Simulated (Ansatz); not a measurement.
Input file for Ansatz (an electronic-structure program): R-CCSD(T)/def2-TZVPP on HIOSn (SMILES [OH][Sn][I]), a point of a torsion scan. Elements past Kr take the def2 small-core potentials; no spin–orbit coupling. The run froze 19 orbitals, filled d shells among them.

Ansatz 0.2 input:
```yaml
crystal:
  periodic: [false, false, false]
  atoms:
    - {symbol: O, position_ang: [-1.22198600, 0.02978947, 0.20019084]}
    - {symbol: Sn, position_ang: [0.37484881, 1.19512240, -0.13262050]}
    - {symbol: I, position_ang: [1.51064768, -0.04939837, -2.28697007]}
    - {symbol: H, position_ang: [-1.65430683, -0.74942579, -0.13858395]}
basis:
  gaussian:
    orbitals: def2-TZVPP
magnetization: {spin_polarized: false}
correlation: {method: ccsd_t, electrons: outside_noble_gas}
scf: {lower_state_search: off}
```

Output:

```
WARN ansatz: RAYON_NUM_THREADS=1 ignored (pool sized by the plan → 1); use --threads N
Functional definition: HF
these checks for a lower state are left out or cut short: stability, starts, cluster_reference, orbital_swaps, neighbouring_geometries, increment
integrals: 0.33 GiB planned
1242 factors; integrals over basis functions are off by at most 7.0e-4 eV
mean field: 0.49 GiB planned
mean field evaluation 1: about -15930.8144 eV, gradient 4.2e1 eV
mean field evaluation 2: about -15930.8906 eV, gradient 4.2e1 eV
mean field evaluation 4: about -15934.3455 eV, gradient 2.5e0 eV
mean field evaluation 8: about -15934.3956 eV, gradient 3.5e-1 eV
mean field evaluation 16: about -15934.3967 eV, gradient 1.2e-6 eV
mean field -15934.39673075 eV, -585.5782791331 hartree, gradient 1.2e-6 eV, S^2 0.000000; 0 other end points of the search recorded, 0 dependent functions left out
19 core orbitals not correlated
reference -15934.39673075 eV, -585.5782791331 hartree; 9, 9 occupied and 117, 117 virtual orbitals, 1242 factors
second order -12.56533451 eV of doubles, -0.00000000 eV of singles
coupled cluster: 0.61 GiB planned
cycle   1  -12.68696174 eV  change   -1.2e-1 eV  update   1.0e-1
cycle   2  -13.00495458 eV  change   -3.2e-1 eV  update   3.6e-2
cycle   3  -13.10924977 eV  change   -1.0e-1 eV  update   2.2e-2
cycle   4  -13.10108385 eV  change    8.2e-3 eV  update   6.6e-3
cycle   5  -13.09588313 eV  change    5.2e-3 eV  update   3.3e-3
cycle   6  -13.09718802 eV  change   -1.3e-3 eV  update   1.3e-3
cycle   7  -13.09679932 eV  change    3.9e-4 eV  update   5.0e-4
cycle   8  -13.09673880 eV  change    6.1e-5 eV  update   1.4e-4
cycle   9  -13.09681164 eV  change   -7.3e-5 eV  update   5.6e-5
cycle  10  -13.09680457 eV  change    7.1e-6 eV  update   2.1e-5
perturbative correction -0.54869496 eV, -0.0201641679 hartree
Total energy: -15948.04223029 eV, -586.0797419918 hartree
Checks for a lower state left out: stability, starts, cluster_reference, orbital_swaps, neighbouring_geometries, increment
```

Self-consistency was reached.

Cost: roughly 14 core-seconds.
